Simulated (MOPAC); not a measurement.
Input file for MOPAC: PM7 on SO+, 2S+1 = 2, a spin state set in the input, which need not be the lowest, a point of a bond scan (R = 1.457 Å). Charge +1.

```
PM7 1SCF PRECISE CHARGE=1 UHF MS=0.5 THREADS=1
OS

O      0.00000000 1     0.00000000 1     0.00000000 1
S      0.00000000 1     0.00000000 1     1.45727700 1
```

The log:

```
*******************************************************************************
 **                                                                           **
 **                              MOPAC v23.2.5                                **
 **                                                                           **
 *******************************************************************************
 ** MOPAC's Digital Object Identifier: https://doi.org/10.5281/zenodo.6511958 **
 **                                                                           **
 ** Please cite the open-source release paper for use of this MOPAC version:  **
 ** J. E. Moussa and J. J. P. Stewart (2026)                                  **
 ** MOPAC: An open-source semiempirical molecular orbital program             **
 ** J. Open Source Softw., 11(119), 8025, https://doi.org/10.21105/joss.08025 **
 *******************************************************************************

                              PM7 CALCULATION RESULTS

 *******************************************************************************
 *  PM7        - The PM7 Hamiltonian to be used
 *  UHF        - UNRESTRICTED HARTREE-FOCK CALCULATION
 *
 *
 *
 *                 CHARGE ON SYSTEM = +1
 *
 *
 *
 *  MS=        - IN MECI, MAGNETIC COMPONENT OF SPIN =  0.5
 *  PRECISE    - TIGHTER CRITERIA TO BE USED
 *  1SCF       - DO 1 SCF AND THEN STOP
 *  THREADS=1  - MULTI-THREADING NOT USED
 *  T=         - A TIME OF 172800.0 SECONDS REQUESTED
 *  DUMP=N     - RESTART FILE WRITTEN EVERY 7200.0 SECONDS REQUESTED
 *******************************************************************************
PM7 1SCF PRECISE CHARGE=1 UHF MS=0.5 THREADS=1
 OS

   ATOM   CHEMICAL          X               Y               Z
  NUMBER   SYMBOL      (ANGSTROMS)     (ANGSTROMS)     (ANGSTROMS)

     1       O          0.00000000  *   0.00000000  *   0.00000000  *
     2       S          0.00000000  *   0.00000000  *   1.45727700  *



          CARTESIAN COORDINATES

    NO.       ATOM           X           Y           Z

     1         O          0.0000      0.0000      0.0000
     2         S          0.0000      0.0000      1.4573

 General Reference for PM7:
 "Optimization of Parameters for Semiempirical Methods VI: More Modifications to the
 NDDO Approximations and Re-optimization of Parameters", J. J. P. Stewart, J. Mol. Mod., 1:32, 19 (2013)
 https://link.springer.com/article/10.1007/s00894-012-1667-x

           Empirical Formula: O S  =     2 atoms



      MOLECULAR POINT GROUP   :   C*v


          UHF CALCULATION, NO. OF ALPHA ELECTRONS =    6
                           NO. OF BETA  ELECTRONS =    5

 -------------------------------------------------------------------------------
 PM7 1SCF PRECISE CHARGE=1 UHF MS=0.5 THREADS=1
 OS



     1SCF WAS SPECIFIED, SO BFGS WAS NOT USED
     SCF FIELD WAS ACHIEVED


                              PM7 CALCULATION
                                                       MOPAC v23.2.5 Linux




          FINAL HEAT OF FORMATION =        205.42723 KCAL/MOL =     859.50752 KJ/MOL


          COSMO AREA              =         67.00 SQUARE ANGSTROMS
          COSMO VOLUME            =         50.03 CUBIC ANGSTROMS

          IONIZATION POTENTIAL    =         15.794682 EV
          ALPHA SOMO LUMO (EV)    =        -15.795 -8.852
          BETA  SOMO LUMO (EV)    =        -19.476 -8.657
          NO. OF ALPHA ELECTRONS  =          6
          NO. OF BETA  ELECTRONS  =          5
          MOLECULAR WEIGHT        =         48.0594         POINT GROUP:  C*v

          MOLECULAR DIMENSIONS (Angstroms)

            Atom       Atom       Distance
            S     2    O     1     1.45728
            S     2    O     1     0.00000
            O     1    S     2     0.00000


          SCF CALCULATIONS        =          1





   ATOM   CHEMICAL          X               Y               Z
  NUMBER   SYMBOL      (ANGSTROMS)     (ANGSTROMS)     (ANGSTROMS)

     1       O          0.00000000  *   0.00000000  *   0.00000000  *
     2       S          0.00000000  *   0.00000000  *   1.45727700  *

                             CARTESIAN COORDINATES

   1    O        0.000000000     0.000000000     0.000000000
   2    S        0.000000000     0.000000000     1.457277000


           Empirical Formula: O S  =     2 atoms



      MOLECULAR POINT GROUP   :   C*v


          ALPHA EIGENVALUES
 -38.40889 -27.52746 -21.18085 -20.75092 -20.33146 -15.79468  -8.85187  -7.38215
  -6.00662  -5.45064  -5.44838  -5.12282  -3.39991


           BETA EIGENVALUES
 -37.31773 -26.11945 -20.48596 -20.08390 -19.47553  -8.65744  -8.19588  -7.11625
  -5.13079  -5.11911  -5.06573  -4.64817  -3.13593


              NET ATOMIC CHARGES AND DIPOLE CONTRIBUTIONS

  ATOM NO.   TYPE          CHARGE      No. of ELECS.   s-Pop       p-Pop       d-Pop
    1          O          -0.266948        6.2669     1.91091     4.35603
    2          S           1.266948        4.7331     1.92331     2.48753     0.32221
 DIPOLE           X         Y         Z       TOTAL
 POINT-CHG.     0.000     0.000     4.199     4.199
 HYBRID        -0.000     0.000    -0.503     0.503
 SUM           -0.000     0.000     3.695     3.695


          ATOMIC ORBITAL ELECTRON POPULATIONS

     Atom    s        px        py        pz      x^2-y^2     xz        z^2       yz        xy
    1  O   1.91091   1.61426   1.41539   1.32639
    2  S   1.92331   1.21982   0.53885   0.72886   0.00243   0.16593   0.10809   0.04576   0.00000


                    (SZ)    =    0.500000
                    (S**2)  =    0.757168


          ATOMIC ORBITAL SPIN POPULATIONS

    Atom   Total    s     px     py     pz   x^2-y^2  xz     z^2    yz     xy
         Atomic
    1  O  0.2520  0.006  0.220  0.020  0.005
    2  S  0.7480  0.007  0.664 -0.019 -0.021 -0.001  0.116  0.002 -0.002 -0.000

 **********************
 *                    *
 * JOB ENDED NORMALLY *
 *                    *
 **********************




 == MOPAC DONE ==
```

The run finished.

Cost: roughly 0.010 core-seconds.
